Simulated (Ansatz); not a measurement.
Cost and result for the atomization energy of C2H6BN (`BNC=C`) (10 atoms, 9 bonds).

```xyz
10

B     1.231   -0.055    1.400
N     0.043    0.034    0.675
C    -0.086   -0.032   -0.708
C    -1.231    0.057   -1.376
H     2.256   -0.204    0.802
H     1.181    0.020    2.591
H    -0.832    0.160    1.163
H     0.860   -0.168   -1.222
H    -2.181    0.193   -0.870
H    -1.241   -0.005   -2.455
```

Total charge 0; spin multiplicity 1. The geometry is a stationary point of PBE0-D4/def2-TZVP. It is one conformer, not always the lowest. Program: Ansatz. All runs use 4 threads of an AMD EPYC 7R43 on a shared host. Times are those of one run each, without the atoms' runs, and a repeat can differ threefold. Electronic energies, without spin–orbit coupling; frozen cores. CCSD(T)/CBS adds CCSD(T) − MP2 in def2-TZVPP to the MP2 limit, and its time is that of the two runs behind it. T1 = 0.013.

CCSD(T)/CBS is a level of theory with its own doubt, some kJ/mol a heavy atom from the limit and from the frozen cores, so smaller differences don't rank the functionals.

```
                           level  functions  wall time  atomization (kJ/mol)  difference from CCSD(T)/CBS  per bond
          LDA (SPW92)/def2-TZVPP        208     0.65 s                4503.8                        569.8      63.3
            revPBE-D4/def2-TZVPP        208     0.95 s                3953.7                         19.7       2.2
              BLYP-D4/def2-TZVPP        208      1.1 s                3977.0                         43.0       4.8
 PBE-D4/def2-TZVPP (with forces)        208      1.1 s                4049.1                        115.1      12.8
             BHLYP-D4/def2-TZVPP        208      1.2 s                3867.9                        -66.1      -7.3
         CAM-B3LYP-D4/def2-TZVPP        208      1.4 s                3988.3                         54.3       6.0
                CCSD(T)/def2-SVP         86      1.5 s                3770.0                       -164.0     -18.2
             PBE-QIDH/def2-TZVPP        208      2.2 s                3931.5                         -2.5      -0.3
               B97M-V/def2-TZVPP        208      3.3 s                3959.3                         25.3       2.8
ωB97M-V/def2-TZVPP (with forces)        208      3.9 s                3967.4                         33.4       3.7
                  MP2/def2-QZVPP        408        9 s                3949.3                         15.3       1.7
              CCSD(T)/def2-TZVPP        208       26 s                3840.3                        -93.7     -10.4
               CCSD(T)/CBS(def2)          –       35 s                3934.0                          0.0       0.0
```

In def2-TZVPP, CCSD(T) changes the Hartree–Fock value by +910.3 kJ/mol (the triples alone add +55.3 kJ/mol) and MP2 by +963.9 kJ/mol; breaking electron pairs costs correlation energy, which Hartree–Fock lacks. The D4 term adds +23.1 kJ/mol with B3LYP and +12.0 kJ/mol with PBE0; it sums over pairs of atoms, weighted by their polarisabilities, and B3LYP, whose exchange is more repulsive, gets the larger term. At CCSD(T), def2-SVP lies −164.0 kJ/mol from the extrapolated value and def2-TZVPP −93.7 kJ/mol: correlation converges slowly with the basis, and small sets miss more of it in the bonded molecule than in its fragments.

B3LYP here is the variant with VWN-RPA as its local correlation; programs differ in this.
